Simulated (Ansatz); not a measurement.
The cluster Ti₃Si₅. The state is a quintet with charge 0. Geometry PBE-D4/def2-SVP; atoms count from 1.

```xyz
8

Ti    1.1546   -0.8342    1.2611
Ti    2.7845   -0.7081   -0.5118
Ti    0.9265    0.7475   -0.9416
Si   -2.6896    0.5165    1.0300
Si   -0.3034    1.1591    1.2608
Si   -1.1240   -0.6777   -0.2315
Si   -1.4253    1.6931   -0.8296
Si    0.6767   -1.8961   -1.0373
```

The charge 0 quintet is spin-contaminated (final ⟨S²⟩ up to 6.24, 6.00 for a pure state). At PBE0-D4/def2-TZVP a triplet of charge 0 lies 0.31 eV below the quintet, each at its own geometry. The structure comes from a short search, and lower isomers may exist.

Q: Estimate the Mulliken populations from the PBE0/def2-TZVP orbitals of Ansatz.

A: 
```json
{"atom": "Ti1", "charge (e)": "0.29", "spin (α − β)": "1.31", "d electrons": "2.77"}
{"atom": "Ti2", "charge (e)": "0.20", "spin (α − β)": "2.66", "d electrons": "2.93"}
{"atom": "Ti3", "charge (e)": "0.19", "spin (α − β)": "0.14", "d electrons": "2.72"}
{"atom": "Si4", "charge (e)": "-0.08", "spin (α − β)": "0.00", "d electrons": "–"}
{"atom": "Si5", "charge (e)": "-0.19", "spin (α − β)": "-0.05", "d electrons": "–"}
{"atom": "Si6", "charge (e)": "0.02", "spin (α − β)": "0.01", "d electrons": "–"}
{"atom": "Si7", "charge (e)": "-0.10", "spin (α − β)": "0.08", "d electrons": "–"}
{"atom": "Si8", "charge (e)": "-0.34", "spin (α − β)": "-0.15", "d electrons": "–"}
```
Mulliken values and Mayer orders depend strongly on the basis.

Q: Where does the spin sit?

A: Summed by element: Ti 4.11, Si -0.11, of 4 unpaired in all. Largest on single atoms: Ti2 2.66, Ti1 1.31, Si8 -0.15.

Q: And the Mayer bond orders between bonded heavy atoms (over 0.3)?

A: Ti1–Ti2 1.40 (2.41 Å); Ti1–Ti3 0.73 (2.72 Å); Ti1–Si5 0.91 (2.47 Å); Ti1–Si6 0.39 (2.73 Å); Ti1–Si8 0.75 (2.58 Å); Ti2–Ti3 1.26 (2.40 Å); Ti2–Si8 0.83 (2.48 Å); Ti3–Si5 0.70 (2.56 Å); Ti3–Si6 0.53 (2.60 Å); Ti3–Si7 0.91 (2.54 Å); Ti3–Si8 0.67 (2.66 Å); Si4–Si5 0.73 (2.48 Å); Si4–Si6 0.94 (2.34 Å); Si4–Si7 0.72 (2.54 Å); Si5–Si6 0.47 (2.50 Å); Si5–Si7 0.66 (2.43 Å); Si6–Si7 0.62 (2.46 Å); Si6–Si8 0.95 (2.32 Å).
